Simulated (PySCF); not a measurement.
**How the method moves the HOMO and LUMO of `BC(C)C`**

Species: C₃H₉B.
Geometry (PBE0-D3(BJ)/def2-SVP, Å), atoms numbered from 1 in this order:
```xyz
13
C3H9B angstrom
B     -0.0075    1.2251   -0.4638
C     -0.0946   -0.3234   -0.4958
C     -1.4420   -0.9518   -0.1535
C      1.0868   -1.0988    0.0795
H      1.0697    1.7794   -0.4202
H     -1.0043    1.8996   -0.6080
H      0.0079   -0.3403   -1.6192
H     -1.6181   -0.9193    0.9341
H     -2.2756   -0.4205   -0.6364
H     -1.4902   -2.0105   -0.4569
H      2.0497   -0.6725   -0.2390
H      1.0669   -2.1594   -0.2204
H      1.0651   -1.0743    1.1812
```

Basis pcSseg-2 throughout (PySCF), one geometry. One conformer (not necessarily the lowest) at the PBE0-D3(BJ)/def2-SVP geometry, without solvent, vibrations or thermal averaging.

Problem. How do the orbital energies, the gap and the dipole change with the method?

Solution. 
```csv
method,kind,HOMO (eV),LUMO (eV),gap (eV),μ (D),SCF cycles
BLYP,GGA,-6.93,-2.08,4.84,0.72,14
OPBE,GGA,-6.94,-2.00,4.94,0.77,14
PBE,GGA,-7.00,-2.22,4.78,0.76,14
B97-D,GGA,-7.01,-1.99,5.02,0.72,14
LDA,LDA,-7.05,-2.49,4.56,0.80,13
KT2,GGA,-7.07,-2.22,4.85,0.72,13
BP86,GGA,-7.10,-2.24,4.86,0.75,14
KT3,GGA,-7.13,-2.13,4.99,0.70,12
B97-2,global hybrid,-8.07,-1.17,6.90,0.68,12
B3LYP,global hybrid,-8.14,-1.45,6.69,0.67,12
PBE0,global hybrid,-8.31,-1.20,7.11,0.69,12
mPW1PW91,global hybrid,-8.34,-1.19,7.15,0.69,12
BHandHLYP,global hybrid,-9.60,-0.23,9.37,0.60,12
CAM-B3LYP,range-separated hybrid,-9.74,-0.17,9.57,0.65,12
wB97X-D,range-separated hybrid,-10.21,0.69,10.89,0.66,12
LC-wPBE,range-separated hybrid,-11.07,1.05,12.12,0.66,11
HF,Hartree–Fock,-11.56,1.95,13.51,0.53,9
```

The HOMO spans 4.63 eV, from BLYP down to HF, and the gap runs from 4.56 eV (LDA) to 13.51 eV (HF). Over the methods BLYP (0 %), OPBE (0 %), PBE (0 %), B97-D (0 %), LDA (0 %), KT2 (0 %), BP86 (0 %), KT3 (0 %), B97-2 (21 %), B3LYP (20 %), PBE0 (25 %), mPW1PW91 (25 %), BHandHLYP (50 %), HF (100 %), a straight line through the gap against the share of exact exchange rises by 0.87 eV for each 10 % (correlation coefficient 0.999). The dipole ranges from 0.53 D (HF) to 0.80 D (LDA). This basis has no diffuse functions.
